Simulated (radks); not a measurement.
The numbers below are computed, except where a source is named.
Species: P XI. Configuration: [He] 2s2 2p1. Code: a radial shooting solver on a logarithmic mesh with Libxc functionals. Model: Dirac Kohn-Sham, PBE, spin-unpolarised, spherical densities, finite nucleus; open shells fill j = l - 1/2 first; Fermi nuclear charge, rms radius 3.1889 fm.

Normalised radial functions P(r) = r R(r) (large component), r in bohr:

```
   r/bohr * 1s1/2, o 2s1/2 (the largest magnitude, 2.8, reaches the edge; | marks zero, & curves that meet)
  0.00463                             | o  *
 0.005793                             | o   *
 0.007247                             | o    *
 0.008995                             |  o     *
  0.01125                             |  o      *
  0.01408                             |   o        *
  0.01747                             |    o         *
  0.02186                             |    o           *
  0.02713                             |     o             *
  0.03394                             |      o              *
  0.04246                             |      o                 *
   0.0527                             |      o                  *
  0.06593                             |      o                   *
  0.08183                             |     o                   *
   0.1024                             |   o                    *
   0.1281                             |o                   *
    0.159                           o |                *
   0.1989                      o      |           *
   0.2488                  o          |      *
   0.3088               o             |   *
   0.3863              o              | *
   0.4794               o             |*
   0.5998                  o          *
   0.7504                      o      *
   0.9314                         o   *
    1.165                            o*
    1.458                             &
    1.809                             &
    2.263                             &
    2.809                             &
    3.514                             &
```

1s1/2: eigenvalue -2495.7 eV, 0 radial nodes, <r> = 0.103 bohr, 90 % of the charge inside 0.184 bohr. 2s1/2: eigenvalue -484.32 eV, 1 radial node at r = 0.139 bohr, <r> = 0.454 bohr, 90 % of the charge inside 0.696 bohr.
